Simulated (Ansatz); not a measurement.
Start from `[OH][Sc]([OH])[Cl]` and change one atom or group to get `C[O][Sc]([OH])[OH]`.

Ansatz, PBE0-D4/def2-TZVP geometries, multiplicity 1. Each molecule was computed in one conformer, which needn't be the lowest.

Scalar relativity is left out up to krypton.

```
                                        property  `[OH][Sc]([OH])[Cl]`
  zero-point energy (PBE0-D4/def2-TZVP) / kJ/mol                  68.9
              LUMO energy (PBE0/def2-TZVPP) / eV                 -1.98
             LUMO energy (B3LYP/def2-TZVPP) / eV                 -2.38
size of the dipole moment (B3LYP/def2-TZVPP) / D                  3.59
               HOMO energy (PBE/def2-TZVPP) / eV                 -6.95
            HOMO–LUMO gap (PBE0/def2-TZVPP) / eV                  6.41
```

Problem. Give the same properties after the change, and the shifts. (Estimate.)

Solution. Computed: 
| property | `C[O][Sc]([OH])[OH]` | shift |
| --- | --- | --- |
| zero-point energy (PBE0-D4/def2-TZVP) / kJ/mol | 173.3 | 104.4 |
| LUMO energy (PBE0/def2-TZVPP) / eV | -1.35 | 0.63 |
| LUMO energy (B3LYP/def2-TZVPP) / eV | -1.72 | 0.66 |
| size of the dipole moment (B3LYP/def2-TZVPP) / D | 0.05 | -3.54 |
| HOMO energy (PBE/def2-TZVPP) / eV | -6.01 | 0.94 |
| HOMO–LUMO gap (PBE0/def2-TZVPP) / eV | 6.19 | -0.22 |

With PBE0 the HOMO rises by 0.85 eV and the LUMO rises by 0.63 eV, so the gap narrows by about 0.22 eV. PBE moves the HOMO by 0.94 eV and ωB97M-V by 0.74 eV. The zero-point energy changes by 104.4 kJ/mol with +12 modes. Dipoles are sizes alone; their direction can turn.

B3LYP here is the variant with VWN-RPA as its local correlation; programs differ in this.
